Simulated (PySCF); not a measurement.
Can point charges reproduce the dipole moment of `CC(C)(C)PCCC#N`?

Coordinates (GFN2-xTB, Å) and charges (e) from the PBE0/pcSseg-1 density (PySCF):

```csv
atom,x,y,z,Mulliken,IAO,Hirshfeld,ESP-fitted
C1,-1.288,0.684,-1.216,-0.1524,-0.4157,-0.1206,-0.4064
C2,-1.251,-0.367,-0.109,-0.7669,-0.0950,-0.0078,+0.6113
C3,-2.576,-0.349,0.659,-0.1600,-0.4172,-0.1211,-0.5216
C4,-1.024,-1.758,-0.698,-0.1601,-0.4172,-0.1215,-0.4582
P5,0.080,-0.046,1.193,+0.3297,+0.3075,+0.1174,-0.4908
C6,1.596,0.272,0.148,-0.5036,-0.4203,-0.1042,+0.0733
C7,2.740,0.731,1.060,-0.1876,-0.2935,-0.0432,-0.1020
C8,3.939,0.948,0.293,+0.0581,+0.1435,+0.0851,+0.2726
N9,4.875,1.116,-0.342,-0.2461,-0.2540,-0.2354,-0.4533
H10,-1.331,1.689,-0.799,+0.1139,+0.1367,+0.0374,+0.0831
H11,-0.419,0.609,-1.866,+0.1209,+0.1358,+0.0394,+0.0858
H12,-2.175,0.535,-1.830,+0.1148,+0.1395,+0.0413,+0.1015
H13,-2.554,-1.071,1.475,+0.1248,+0.1426,+0.0372,+0.1409
H14,-2.764,0.637,1.081,+0.1162,+0.1375,+0.0386,+0.1364
H15,-3.401,-0.603,-0.003,+0.1168,+0.1391,+0.0427,+0.1206
H16,-0.101,-1.794,-1.275,+0.1160,+0.1342,+0.0383,+0.1065
H17,-0.964,-2.502,0.095,+0.1227,+0.1418,+0.0375,+0.1306
H18,-1.847,-2.027,-1.359,+0.1172,+0.1400,+0.0428,+0.1055
H19,-0.235,1.316,1.349,+0.0330,-0.0415,-0.0196,+0.1274
H20,1.404,1.028,-0.617,+0.1700,+0.1469,+0.0427,+0.0322
H21,1.876,-0.662,-0.347,+0.1715,+0.1527,+0.0450,+0.0819
H22,2.943,-0.024,1.826,+0.1780,+0.1809,+0.0628,+0.1113
H23,2.473,1.665,1.565,+0.1729,+0.1758,+0.0644,+0.1114
```

Problem. Compute μ = Σ q r for each scheme (1 e·Å = 4.803 D) and compare with the dipole of the full density.

Solution. The full density gives (-4.01, -0.38, 0.60) D, 4.07 D in size; dipole vectors point from the negative to the positive end.

```
    scheme     μx     μy    μz  size (D)  share of the full size (%)  angle to the full dipole (°)
  Mulliken  -4.14  -0.78  2.21      4.75                         117                            20
       IAO  -3.20  -1.04  2.18      4.01                          98                            27
 Hirshfeld  -2.95  -0.76  1.43      3.37                          83                            19
ESP-fitted  -4.04  -0.41  0.64      4.11                         101                             1
```

Problem. Which set comes closest?

Solution. Length of the difference vector: ESP-fitted 0.06 D, Hirshfeld 1.39 D, Mulliken 1.66 D, IAO 1.89 D. Closest: ESP-fitted. ESP charges are fitted to the potential around the molecule, whose slowest-falling term is the dipole's. The schemes that divide the density aren't constrained to reproduce the dipole.

Problem. What is left for the Hirshfeld atoms' own dipoles?

Solution. The Hirshfeld atoms' densities add up to the full density, so μ = Σ q r + Σ (atomic dipoles). The atomic dipoles sum to (-4.01, -0.38, 0.60) − (-2.95, -0.76, 1.43) = (-1.06, 0.38, -0.83) D, 1.39 D in size.

Problem. With the origin at the mean of the coordinates, (0.000, 0.001, 0.012) Å, which are the largest single terms, by size, of the ESP-fitted dipole along the direction of the full one?

Solution. N9 +10.79, C3 -6.67, C8 -5.14, C2 +3.66, C4 -2.35 D; all 23 atoms together +4.11 D. The single terms depend on the origin, their sum doesn't.

Problem. Give the size of the full dipole in other units.

Solution. 4.07 D = 1.601 au = 0.847 e·Å = 13.58 × 10⁻³⁰ C·m.

One conformer (not necessarily the lowest) at the GFN2-xTB geometry, without solvent, vibrations or thermal averaging.

The run behind these numbers computed NMR shieldings as well. On one thread of an Arm Neoverse V1, on a shared host, this took 55 s and 1.1 GiB of memory at its peak.

Conformer computed: `[CH3:1][C:2]([CH3:3])([CH3:4])[PH:5][CH2:6][CH2:7][C:8]#[N:9]`: C1–C2–P5–C6 -49°, C2–P5–C6–C7 173°, P5–C6–C7–C8 178°.
